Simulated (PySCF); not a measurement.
Some computed properties have been withheld. Give your best values.

C₄H₅BF₃N.
SMILES with atom numbers: `[BH3-:1][N+:2]#[C:3][CH2:4][C:5]([F:6])=[C:7]([F:8])[F:9]` (hydrogens: H10, H11, H12 on B1; H13, H14 on C4)

Conformer (atom-mapped SMILES and torsion angles): `[BH3-:1][N+:2]#[C:3][CH2:4][C:5]([F:6])=[C:7]([F:8])[F:9]`: C3–C4–C5–F6 64°.

| property | level | value |
| --- | --- | --- |
| point group | PBE0-D3(BJ)/def2-SVP | C1 |
| rotational constants A, B, C | PBE0-D3(BJ)/def2-SVP | 3.175, 0.734, 0.675 GHz |
| dipole moment | PBE0/def2-SVPD | ? |
| HOMO energy | PBE0/def2-SVPD | ? |
| LUMO energy | PBE0/def2-SVPD | -1.18 eV |
| lowest singlet excitation | TDDFT PBE0/def2-SVPD | 5.35 eV (232 nm, f = 0.003) |
| strongest line among the 10 lowest singlet transitions | TDDFT PBE0/def2-SVPD | ? |
| lowest triplet excitation (Tamm–Dancoff) | TDA PBE0/def2-SVPD | 4.41 eV |
| static isotropic polarisability | PBE0/def2-SVPD | 81.8 au |
| vertical ionisation energy | ΔSCF PBE0/def2-SVPD | ? |
| electronic spatial extent ⟨r²⟩ about the centre of nuclear charge | PBE0/def2-SVPD | 1627 bohr² |
| 13C chemical shifts (computed TMS as zero) by class | GIAO PBE0/pcSseg-1 | ? |
| 1H chemical shifts (computed TMS as zero) by class | GIAO PBE0/pcSseg-1 | 3.45 (H13/H14), 2.21 (H10/H11/H12) ppm |
| isotropic shieldings of nuclei other than C and H, by class | GIAO PBE0/pcSseg-1 | 137 (B1), 23 (N2), 273 (F8), 294 (F9), 363 (F6) ppm |
| largest of the computed one-bond spin–spin couplings (means over like bonds) | B3LYP/pcJ-1, spin–dipole term left out for some pairs | 19F–13C -374.6 (F8–C7), 19F–13C -358.6 (F9–C7), 19F–13C -317.2 (F6–C5), 13C–1H +143.9 (C4–H13 and 1 like it), 11B–1H +114.9 (B1–H10 and 2 like it), 15N–11B -9.1 (N2–B1) Hz |
| core binding energies | ΔSCF SCAN, pcX-2 on the ionised atom, pcseg-1 elsewhere, spin-free X2C | ? |

Electronic properties: PySCF, gas phase, density fitting. Isolated species at its PBE0-D3(BJ)/def2-SVP geometry (one conformer only).

(1) Give the core binding energies.

(2) What is the strongest line among the 10 lowest singlet transitions?

(3) What is the vertical ionisation energy?

(4) What is the dipole moment?

(5) What are the 13C chemical shifts (computed TMS as zero) by class?

(6) The HOMO energy?

Answers

(1) B1s 194.0 (B1), C1s 293.1 (C3), C1s 293.9 (C4), C1s 294.3 (C5), C1s 296.3 (C7), N1s 407.1 (N2), F1s 694.4 (F6), F1s 695.1 (F8), F1s 695.2 (F9) eV.

(2) S5 at 6.44 eV (192 nm, f = 0.391).

(3) 9.81 eV.

(4) 6.64 D.

(5) 162.5 (C7), 124.4 (C5), 111.2 (C3), 18.3 (C4) ppm.

(6) -7.83 eV.

The dipole equals about 22.1 × 10⁻³⁰ C·m (1 D = 3.33564 × 10⁻³⁰ C·m). The polarisability is 12.12 Å³ as a volume (1 au = 0.148185 Å³), or 1.20 au for each of the 68 electrons. With B = h/(8π²I), that is 505.379 GHz u Å² over I, the principal moments of inertia are 159.2, 688.3 and 748.6 u Å² (most abundant isotopes). The vertical singlet–triplet gap S1 − T1 is 0.94 eV (TDDFT singlet less Tamm–Dancoff triplet). The 10 singlets span 5.35 to 6.91 eV, and their oscillator strengths add up to 0.80. The rotational constants make it an asymmetric top with κ = (2B − A − C)/(A − C) = -0.95, nearer the prolate limit (−1).
